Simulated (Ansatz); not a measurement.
CH₇BOSSi, SMILES `CSB[SiH2]O`. Charge 0, multiplicity 1.

```xyz
12

C    -0.8053   -1.4322   -1.9987
S    -0.9706   -0.4884   -0.4632
B     0.6342    0.0066    0.0204
Si    0.8008    1.1329    1.6744
O    -0.6372    1.4182    2.4449
H    -1.2554   -2.4146   -1.8573
H     0.2469   -1.5368   -2.2544
H    -1.3335   -0.9097   -2.7960
H     1.5765   -0.3140   -0.6440
H     1.6655    0.4699    2.6862
H     1.4643    2.4180    1.2932
H    -1.3861    1.6502    1.8944
```

(1) List the harmonic frequencies (cm⁻¹, unscaled) at PBE0-D4/def2-TZVP in Ansatz. (Best estimate.)

(2) Is this a minimum?

(3) Give the ideal-gas thermochemistry at 298.15 K and 1 bar (rigid rotor, harmonic oscillator; point group C1, symmetry number 1).

Answers

(1) Computed: 56, 76, 84, 131, 183, 225, 331, 486, 601, 719, 723, 764, 817, 852, 895, 908, 943, 967, 980, 1026, 1340, 1459, 1470, 2169, 2220, 2615, 3071, 3161, 3181, 3922.

(2) Yes, all 30 modes are real.

(3) Zero-point energy 217.6 kJ/mol; H(298) − E = 242.3 kJ/mol; entropy 382.0 J/(mol·K), of which translation 167.0, rotation 115.3, vibration 99.7; G(298) − E = 128.5 kJ/mol. Modes under 100 cm⁻¹ are hindered rotations or soft bends, so the harmonic entropy is rough.
